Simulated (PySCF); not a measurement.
Stepwise substitution at one centre (Ga CH3-OH). Gas-phase values, no solvent. One relaxed conformer stands for each flexible species; it need not be the lowest. Strings in code marks are SMILES.

The S1 excitation (TDA) from two functionals at the same geometries (M06-2X/def2-TZVP), both in PySCF: PBE-D3(BJ)/def2-TZVP and M06-2X/def2-TZVP. Excitations are Tamm–Dancoff values on a coarser integration grid. The basis has no diffuse functions, so Rydberg states are missing or too high.

```
species                                                                                         PBE-D3(BJ)/def2-TZVP (eV)  M06-2X/def2-TZVP (eV)
----------------------------------------------------------------------------------------------  -------------------------  ---------------------
0 of 3 CH3 replaced by OH (`[CH3][Ga]([CH3])[CH3]`)                                                                  4.94                   5.28
1 of 3 CH3 replaced by OH (`[CH3][Ga]([CH3])[OH]` (C–Ga–O–H torsion 180°))                                           5.46                   5.85
2 of 3 CH3 replaced by OH (`[OH][Ga]([OH])[CH3]` (O–Ga–O–H torsion 180°, O–Ga–O–H torsion 0°))                       5.77                   7.13
3 of 3 CH3 replaced by OH (`[OH][Ga]([OH])[OH]`)                                                                     5.45                   6.83
```

Over these rows, drawn at random from the members with no instability flagged (it was tested for open shells, ions and some series alone), PBE minus M06-2X: mean -0.87 eV, from -1.38 eV to -0.35 eV.
